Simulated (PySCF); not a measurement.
Species: C₂H₆FNSi.
Atom-mapped SMILES: `[F:1][CH2:2]/[CH:3]=[N:4]\[SiH3:5]` (hydrogens: H6, H7 on C2; H8 on C3; H9, H10, H11 on Si5)

Structure used (PBE0-D3(BJ)/def2-SVP), in Å, numbered top down from 1:
```xyz
11
C2H6FNSi angstrom
F      0.3824    1.4835    1.3411
C      1.3835    0.9021    0.6196
C      0.8653   -0.1840   -0.2809
N     -0.3225   -0.5747   -0.4123
Si    -1.8121   -0.0347    0.3569
H      1.8934    1.6708    0.0096
H      2.1354    0.4747    1.3090
H      1.6738   -0.6643   -0.8743
H     -1.7872   -0.2573    1.8343
H     -2.1079    1.3967    0.0461
H     -2.9135   -0.8637   -0.2113
```

The calculation used PySCF 2.14.0, density-fitted response routines, TDDFT CAM-B3LYP/def2-SVPD, vertical, gas phase, core orbitals frozen in the response.

Computed states:

| state | E (eV) | f |
| --- | --- | --- |
| S1 | 4.07 | 0.0000 |
| S2 | 6.51 | 0.0040 |
| S3 | 7.18 | 0.022 |
| S4 | 7.36 | 0.380 |
| S5 | 7.72 | 0.014 |
| S6 | 7.74 | 0.014 |
| S7 | 7.90 | 0.0000 |
| S8 | 8.07 | 0.017 |
| S9 | 8.20 | 0.014 |
| S10 | 8.30 | 0.0015 |

Each state is given a Gaussian of 0.3 eV full width at half maximum, with ε(max) = 2.175×10⁸ f / Δν̃ (Δν̃ the width in cm⁻¹). The width is an assumption, not a result. The curve ends short of the highest state used, and states not computed would add to its high-energy end.

Question: What does the envelope look like, and where are its maxima?

Answer: 
```csv
E (eV),ε (L mol⁻¹ cm⁻¹)
3.62,0
3.76,0
3.90,0
4.04,1
4.18,1
4.32,0
4.46,0
4.61,0
4.75,0
4.89,0
5.03,0
5.17,0
5.31,0
5.45,0
5.59,0
5.73,0
5.87,0
6.01,0
6.15,7
6.29,81
6.43,294
6.57,319
6.71,105
6.86,105
7.00,1345
7.14,9533
7.28,29450
7.42,31040
7.56,11007
7.70,3381
```

Maxima: 190 nm (6.51 eV), ε about 360, made up of S2 (100%); 169 nm (7.36 eV), ε about 35000, made up of S4 (98%) (ε in L mol⁻¹ cm⁻¹; maxima over ε = 5, shares over 10%).

Question: On this curve, what absorbance would a 10⁻⁴ mol/L sample give at 193 nm over a 1 cm path?

Answer: 193 nm is 6.424 eV, where ε is about 290 L mol⁻¹ cm⁻¹, so A = ε c l ≈ 0.029 (Beer–Lambert, with the gas-phase spectrum and the assumed width).

Question: Coming from long wavelengths, where does ε first pass 100 L mol⁻¹ cm⁻¹?

Answer: At about 197 nm (6.31 eV), 2.24 eV above S1.

Question: What would ε be at 7.36 eV, the highest of these maxima, with half the width (0.15 eV)?

Answer: About 68300 L mol⁻¹ cm⁻¹ against 34900, a factor of about 1.96; a lone state at its own centre would give exactly 2.

All these states lie below the vertical ionisation energy of 9.23 eV (ΔSCF).

Hardware: one thread, Arm Neoverse V2, shared host. Cost: 29 s.

One conformer stands for the species.
